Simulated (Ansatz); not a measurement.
`[F][Hf]([F])([F])[F]` + H₂O → `[OH][Hf]([F])([F])[F]` + H–F at 700 K and 1 bar (formal hydrolysis of the Hf–F bond).

Program: Ansatz. Geometries: PBE0-D4/def2-TZVP. ΔE: electronic, gas phase. CBS: MP2 limit from def2 TZ/QZ plus the TZ coupled-cluster correction, frozen cores. This one scheme is used for every species. Elements past krypton have def2 core potentials. For Hf outer-core shells are correlated without core-valence functions, which leaves a few kJ/mol of doubt a bond. One conformer a species, not always the lowest.

| species | CCSD(T)/CBS energy (Eh) | H − E (kJ/mol) | S (J/(mol·K)) |
| --- | --- | --- | --- |
| `[F][Hf]([F])([F])[F]` | -447.40567 | 79.4 | 411.0 |
| H₂O | -76.37941 | 80.5 | 218.4 |
| `[OH][Hf]([F])([F])[F]` | -423.37435 | 115.4 | 451.7 |
| H–F | -100.39570 | 45.2 | 198.5 |

H − E and S are ideal-gas, rigid-rotor, harmonic terms from PBE0-D4/def2-TZVP, for one conformer and one mirror image of each species. 1 Eh = 2625.50 kJ/mol, R = 8.31446 J/(mol·K).

Problem. By hand: ΔE, ΔH, ΔS and ΔG.

Solution. ΔE = (-423.37435) + (-100.39570) − (-447.40567) − (-76.37941) = 0.01503 Eh = 39.5 kJ/mol. Δ(H − E) = 115.4 + 45.2 − 79.4 − 80.5 = 0.7, so ΔH = 40.2 kJ/mol. ΔS = 451.7 + 198.5 − 411.0 − 218.4 = 20.8 J/(mol·K). ΔG = 40.2 − 700 × (20.8)/1000 = 25.6 kJ/mol.

Problem. By hand: the equilibrium constant, and the temperature at which ΔG would vanish if ΔH and ΔS stayed fixed.

Solution. log₁₀ K = −ΔG/(RT ln 10) = -1.9. ΔG = 0 at ΔH/ΔS = 1933 K.

TΔS isn't small against ΔH here. A doubt of 5 kJ/mol in ΔE shifts log₁₀ K by 0.4 here. Other conformers and mirror images would add mixing entropy, several J/(mol·K) or more a flexible species. These are equilibria of isolated gas molecules and say nothing of rates. Largest T1 diagnostic: 0.016 (customary marks: 0.02 for closed shells, 0.045 for open ones).
